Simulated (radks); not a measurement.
All-electron atom: Tc3+ in [Kr] 4d4.

Method: Dirac Kohn-Sham, PBEsol, spin-unpolarised, spherical densities, point nucleus; open shells are shared between the two j in proportion to 2j + 1; computed with a radial shooting solver on a logarithmic mesh with Libxc functionals.

Energy parts (hartree):
part                        energy
total                  -4282.12016
kinetic                 4447.89545
electron-nucleus      -10305.41578
Hartree                 1700.73168
exchange-correlation    -125.33152

Orbitals (lengths in bohr, moments of r in powers of bohr; r(90%) holds 90 % of the orbital's charge):
| orbital | occ. | eigenvalue (hartree) | r(90%) | <r^2> |
|---|---|---|---|---|
| 1s1/2 | 2 | -767.1986 | 0.0615 | 0.001588 |
| 2s1/2 | 2 | -110.4180 | 0.231 | 0.02634 |
| 2p1/2 | 2 | -101.9248 | 0.208 | 0.01984 |
| 2p3/2 | 4 | -97.58318 | 0.214 | 0.02120 |
| 3s1/2 | 2 | -20.16064 | 0.614 | 0.1978 |
| 3p1/2 | 2 | -16.89745 | 0.619 | 0.1950 |
| 3p3/2 | 4 | -16.17099 | 0.634 | 0.2051 |
| 3d3/2 | 4 | -10.39396 | 0.634 | 0.1892 |
| 3d5/2 | 6 | -10.25423 | 0.639 | 0.1924 |
| 4s1/2 | 2 | -3.80517 | 1.53 | 1.252 |
| 4p1/2 | 2 | -2.84330 | 1.68 | 1.480 |
| 4p3/2 | 4 | -2.73199 | 1.72 | 1.554 |
| 4d3/2 | 1.6 | -1.29859 | 2.33 | 2.677 |
| 4d5/2 | 2.4 | -1.28576 | 2.35 | 2.720 |

The highest occupied level is 4d5/2 at -34.987 eV. The density falls to 0.001 e/bohr^3 at r = 3.26 bohr. Summed over all electrons, <r^2> = 26.19 bohr^2, which gives a Langevin (diamagnetic) susceptibility term of -20.7 x 10^-6 cm^3/mol. For comparison, the ionisation energy in NIST's Atomic Spectra Database is 41 eV (theoretical). In exact Kohn-Sham theory the highest level is minus the ionisation energy, but local and semilocal functionals leave it too shallow, through self-interaction and a potential that decays too fast; potentials with the right tail come closer.

Beside tabulated values, note that spin-unpolarised runs miss the spin-polarisation part of the exchange energy of open shells.
